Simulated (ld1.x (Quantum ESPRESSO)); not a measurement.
# germanium: one change to a TM potential, before and after

```
Element                 : Ge (Z = 32)
Generator               : ld1.x (Quantum ESPRESSO) 7.5
Type                    : norm-conserving Troullier–Martins (Kleinman–Bylander form)
Functional              : PW91
Relativity              : scalar-relativistic
Frozen core             : [Ar]
Valence charge          : 14
Reference configuration : 3d10 4s2 4p2
Partial waves           : 4p (bound): rc 2.05 bohr; 3d (bound): rc 1.10 bohr; 4s (bound): rc 1.80 bohr
Local potential         : the s channel
Core correction         : none
```

Change: wave 4p (bound): rc 2.05 bohr becomes 4p (bound): rc 2.40 bohr.

Cutoffs: the cutoffs (Ry, on a coarse ladder) from which the occupation-weighted sum of valence levels, in a spherical-Bessel basis at the reference potential, stays within 10 and 1 mRy of its value at 400 Ry; they do not see the model core or the augmentation charge, which bear on the density cutoff. Errors are all-electron minus pseudo energies relative to the spin-unpolarised reference configuration.

**Question.** What does the change do?

**Answer.** Of the 7 tests that both files solve, the error grows in 2 and shrinks in 2 by more than 15 % and 0.3 meV (median size 21.0 → 6.6 meV); neither file shows a bound ghost.

```csv
quantity,base,changed
"cutoff, loose",230 Ry,230 Ry
"cutoff, tight",over 300 Ry,over 300 Ry
bound ghosts,none,none
"error for 3d10 4s2 4p1, meV [ΔE 7.50 eV]",-0.8,-1.1
"error for 3d10 4s2 4p0, meV [ΔE 23.03 eV]",-0.2,-4.5
"error for 3d10 4s1 4p0, meV [ΔE 57.93 eV]",+21,+6.6
"error for 3d10 4s2 4p1.5, meV [ΔE 2.83 eV]",-0.4,-0.4
"error for 3d9 4s2 4p2, meV [ΔE 38.78 eV]",-737,-721
"error for 3d9 4s2 4p3, meV [ΔE 29.67 eV]",-798,-771
"error for 3d10 4s0 4p0, meV [ΔE 104.36 eV]",+122,+95
```
